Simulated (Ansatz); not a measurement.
Start from `COCCF` and change one atom or group to get `COCCOC=O`.

Ansatz, PBE0-D4/def2-TZVP geometries, multiplicity 1. Each molecule was computed in one conformer, which needn't be the lowest.

```json
{"property": "HOMO–LUMO gap (PBE/def2-TZVPP) / eV", "`COCCF`": "6.55"}
{"property": "HOMO energy (PBE/def2-TZVPP) / eV", "`COCCF`": "-5.89"}
{"property": "HOMO–LUMO gap (PBE0/def2-TZVPP) / eV", "`COCCF`": "9.00"}
{"property": "HOMO energy (B3LYP/def2-TZVPP) / eV", "`COCCF`": "-7.27"}
{"property": "HOMO–LUMO gap (B3LYP/def2-TZVPP) / eV", "`COCCF`": "8.41"}
{"property": "HOMO energy (PBE0/def2-TZVPP) / eV", "`COCCF`": "-7.49"}
```

(1) Give the same properties after the change, and the shifts. (Best estimate.)

Results:

(1) Computed: 
```csv
property,`COCCOC=O`,shift
HOMO–LUMO gap (PBE/def2-TZVPP) / eV,5.00,-1.55
HOMO energy (PBE/def2-TZVPP) / eV,-6.04,-0.15
HOMO–LUMO gap (PBE0/def2-TZVPP) / eV,7.70,-1.30
HOMO energy (B3LYP/def2-TZVPP) / eV,-7.37,-0.10
HOMO–LUMO gap (B3LYP/def2-TZVPP) / eV,7.17,-1.24
HOMO energy (PBE0/def2-TZVPP) / eV,-7.59,-0.10
```

With PBE0 the HOMO falls by 0.10 eV and the LUMO falls by 1.39 eV, so the gap narrows by about 1.29 eV. PBE moves the HOMO by -0.15 eV and ωB97M-V by -0.09 eV.

B3LYP here is the variant with VWN-RPA as its local correlation; programs differ in this.
